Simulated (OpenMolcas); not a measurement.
Nb4+ with 6 ligands (fluoride) in trigonal prismatic coordination (D3h), a polar angle of 49.6° against the regular 49.1°. A charge of +0.333 e stands 2.4 Å behind each ligand. Ligand basis ANO-RCC-VDZP.

```yaml
Program: OpenMolcas
Method: "SS-CASPT2, IPEA 0.25 Eh, imaginary shift 0.1 Eh (closed shells correlated: 4s 4p and the ligand valence shells)"
Basis: ANO-RCC-VDZP [6s5p3d1f]
Scalar_Hamiltonian: DKH2, point nucleus
Active_space: 1 electron in 5 orbitals (4d)
State_averaging: 2S+1 = 2 even, 5 roots
Spin-orbit_coupling: state interaction with AMFI integrals over the reference wave functions
```

All ligands move together. At R = 1.87 Å the first state of the same spin is 5810 cm-1, and at R = 2.08 Å it is 2830 cm-1.

Problem. A third run gives 3760 cm-1. What distance was it run at?

Solution. With a power law R^-n the two known points give n = -ln(2830 / 5810) / ln(2.08 / 1.87) = 6.76. Then R = 1.87 × (5810 / 3760)^(1/6.76) = 1.994 Å. The run was at 1.99 Å, so the estimate is off by +0.004 Å.

Roots that are degenerate in the reference are averaged as groups; the widest CASPT2 spread within a group is 190 cm-1 (the 2-fold group of multiplicity 2 near 2830 cm-1 above the lowest state of its run, R = 2.08). Shifts and gaps below about the spread of the groups concerned are not significant. Over all roots computed the reference weight is 0.72 in R = 1.87, 0.72 in R = 1.99, 0.71 in R = 2.08; a low but even weight reflects the number of correlated electrons. Ligand-to-metal charge-transfer states are missing. The least metal-like active orbital is 75 % on the metal (Löwdin) and no ligand orbital is active, so the numbers are rough (holds for R = 1.87). The least metal-like active orbital is 79 % on the metal (Löwdin) and no ligand orbital is active, so the numbers are rough (holds for R = 1.99). The least metal-like active orbital is 82 % on the metal (Löwdin) and no ligand orbital is active, so the numbers are rough (holds for R = 2.08). No measured value stands beside these numbers; the geometry was imposed, not optimised, and the real ion may take another.
